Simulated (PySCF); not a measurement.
Method: PBE-D3(BJ)/def2-TZVP // PBE0-D3(BJ)/def2-SVP (PySCF). Gas-phase values, no solvent. One relaxed conformer stands for a flexible species; it need not be the lowest. Delta-SCF ions had no search for a lower state. Excitations are Tamm–Dancoff values on a coarser integration grid. The basis has no diffuse functions, so Rydberg states are missing or too high.

Reference species (SMILES): `c1cc2ccsc2c(B)c1C#C` (neutral, multiplicity 1).

| Property | Value |
|---|---|
| brightest of the four lowest singlets (TDA) | 4.29 eV |
| T1 excitation (TDA) | 2.23 eV |
| vertical ionisation energy (Delta-SCF) | 7.87 eV |

After one change: the brightest of the four lowest singlets (TDA) falls by 0.41 eV; the T1 excitation (TDA) goes up by 0.31 eV; the vertical ionisation energy (Delta-SCF) rises by 0.05 eV.

Problem. Which change was made? The new species is one of these.
A) `Bc1cc(C#C)cc2sccc12`
B) `Bc1ccc(C#C)c2ccsc12`
C) `Bc1cc2sccc2cc1C#C`
D) `Bc1cc(C#C)c2ccsc2c1`

Solution. C, `Bc1cc2sccc2cc1C#C`
